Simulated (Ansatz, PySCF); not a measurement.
Reaction (SMILES): COC(C)OC → [CH2]C(OC)OC + H atom (the C-H bond at the site shown breaks; other sites are not compared here)
Each molecule is optimised on its own at B3LYP-D3(BJ)/def2-TZVP (Ansatz, an electronic-structure program), one conformer each, not searched for the lowest. Frequencies are from Ansatz or PySCF.

Wanted: bond dissociation energy (enthalpy at 298 K, with B3LYP-D3(BJ) rigid-rotor harmonic-oscillator terms), in kcal/mol. Valence correlation only, unless marked. UHF or UKS for open shells. Spin-orbit coupling is left out. No relativistic terms. Basis-set limits of correlation are two-point, X^-3; Hartree-Fock from the larger set. [CCSD(T)-MP2]/basis is that difference in the basis named.

```json
[
 {"level": "PBE0-D4/def2-TZVPD", "program": "Ansatz + dftd4", "bond dissociation energy (kcal/mol)": "100.1"},
 {"level": "CAM-B3LYP-D3(BJ)/def2-TZVPD", "program": "Ansatz + dftd3", "bond dissociation energy (kcal/mol)": "[?]"},
 {"level": "wB97X-V/def2-TZVPD", "program": "Ansatz", "bond dissociation energy (kcal/mol)": "103.4"},
 {"level": "RPA@PBE/cc-pVTZ", "program": "Ansatz", "bond dissociation energy (kcal/mol)": "102.2"},
 {"level": "CCSD/cc-pVDZ", "program": "Ansatz", "bond dissociation energy (kcal/mol)": "[?]"},
 {"level": "RI-MP2/CBS(cc-pVTZ,cc-pVQZ)+[CCSD(T)-MP2]/cc-pVTZ", "program": "Ansatz", "bond dissociation energy (kcal/mol)": "[?]"}
]
```

Task: Some entries are withheld; supply them.

Result: 
- CAM-B3LYP-D3(BJ)/def2-TZVPD, bond dissociation energy (kcal/mol): 102.3
- CCSD/cc-pVDZ, bond dissociation energy (kcal/mol): 99.5
- RI-MP2/CBS(cc-pVTZ,cc-pVQZ)+[CCSD(T)-MP2]/cc-pVTZ, bond dissociation energy (kcal/mol): 104.6
